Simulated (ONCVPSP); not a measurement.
**Reading a pseudo-wave (beryllium (Be))**

Columns: radius, all-electron u(r) and pseudo u(r) of the 2s shell (level -7.51 eV) of beryllium in the configuration [He] 2s1.75; PBE, scalar-relativistic, ONCV scheme, ONCVPSP 4.0.1.

```csv
r (bohr),all-electron,pseudo
0.078,-0.1743,0.0193
0.155,-0.2489,0.0390
0.232,-0.2614,0.0599
0.310,-0.2345,0.0824
0.388,-0.1833,0.1063
0.465,-0.1191,0.1317
0.542,-0.0482,0.1593
0.620,0.0259,0.1900
0.698,0.0991,0.2235
0.775,0.1686,0.2588
0.852,0.2340,0.2957
0.930,0.2952,0.3340
1.008,0.3510,0.3727
1.085,0.4008,0.4113
1.162,0.4457,0.4496
1.240,0.4863,0.4872
1.318,0.5220,0.5221
1.395,0.5525,0.5525
1.472,0.5784,0.5784
1.550,0.6002,0.6001
1.628,0.6177,0.6177
1.705,0.6312,0.6312
1.782,0.6411,0.6411
1.860,0.6478,0.6478
1.938,0.6515,0.6515
2.015,0.6524,0.6523
```

Question: How many radial nodes do the two functions have?

Answer: The all-electron 2s function has n − l − 1 = 1; the pseudo-wave has 0, since the states of the same l below it are removed with the core.

Question: At about which radius was the pseudo-wave matched?

Answer: 1.40 bohr. The columns agree to 0.0005 from 1.32 bohr on; several derivatives are matched, so the curves merge somewhat inside the radius.

Question: Is the pseudo-wave norm-conserving?

Answer: Yes: the ONCV scheme keeps the norm inside the radius equal to the all-electron one, which fixes the energy derivative of the logarithmic derivative at the level.
